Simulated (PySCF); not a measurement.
Species: C8H7FO.
SMILES with atom numbers: `[CH3:1][C:2](=[O:3])[c:4]1[cH:5][cH:6][cH:7][cH:8][c:9]1[F:10]` (hydrogens: H11, H12, H13 on C1; H14 on C5; H15 on C6; H16 on C7; H17 on C8)

Method used: PySCF, PBE0-D3(BJ)/def2-SVP geometry optimisation, gas phase.

Question: List the bond lengths, angles and torsions at this level.

Answer: 
```json
{"bond": "C1–C2", "length (Å)": "1.504"}
{"bond": "C2=O3", "length (Å)": "1.211"}
{"bond": "C2–C4", "length (Å)": "1.503"}
{"bond": "C4–C5", "length (Å)": "1.404"}
{"bond": "C5–C6", "length (Å)": "1.387"}
{"bond": "C6–C7", "length (Å)": "1.397"}
{"bond": "C7–C8", "length (Å)": "1.391"}
{"bond": "C8–C9", "length (Å)": "1.390"}
{"bond": "C9–F10", "length (Å)": "1.335"}
{"bond": "C4–C9", "length (Å)": "1.399"}
{"bond": "C1–H11, C1–H12, C1–H13", "length (Å)": "1.099"}
{"bond": "C5–H14", "length (Å)": "1.092"}
{"bond": "C6–H15", "length (Å)": "1.092"}
{"bond": "C7–H16", "length (Å)": "1.093"}
{"bond": "C8–H17", "length (Å)": "1.091"}
```

Bonds in one row agree within 0.01 Å and their mean is given. A selection of angles:
```json
{"angle": "C1–C2–O3", "degrees": "120.9"}
{"angle": "C1–C2–C4", "degrees": "119.9"}
{"angle": "O3–C2–C4", "degrees": "119.2"}
{"angle": "C2–C4–C5", "degrees": "117.1"}
{"angle": "C2–C4–C9", "degrees": "125.8"}
{"angle": "C5–C4–C9", "degrees": "117.1"}
{"angle": "C4–C5–C6", "degrees": "121.8"}
{"angle": "C5–C6–C7", "degrees": "119.5"}
{"angle": "C6–C7–C8", "degrees": "120.1"}
{"angle": "C7–C8–C9", "degrees": "119.4"}
{"angle": "C8–C9–F10", "degrees": "117.3"}
{"angle": "C4–C9–C8", "degrees": "122.1"}
{"angle": "C4–C9–F10", "degrees": "120.6"}
```

Dihedral angles: C1–C2–C4–C5 178° (antiperiplanar). The mirror-image conformer, all signs reversed, is as good.

Of the pairs four or more bonds apart, O3···H14 is among the closest relative to their van der Waals radii: 2.34 Å, 86 % of the sum of Bondi's values. The 8 C–C bonds span 1.387 Å (C5–C6, aromatic) to 1.504 Å (C1–C2, drawn single), a spread of 0.117 Å. The 10 heavy atoms lie in one plane (0.017 Å rms). The 6-membered ring C4–C5–C6–C7–C8–C9 has internal angles of 117.1° to 122.1°; it is planar, 0.00 Å rms from its mean plane, widest ring torsion 0°.

Point group: near Cs, missed by 0.13 Å at most; the miss may be what the optimiser left on a soft mode. No frequency check. One conformer, not necessarily the lowest.

The run took 1.7 min of wall time on one thread of an Arm Neoverse V1, no GPU, on a shared host. That covers the optimisation of the geometry.
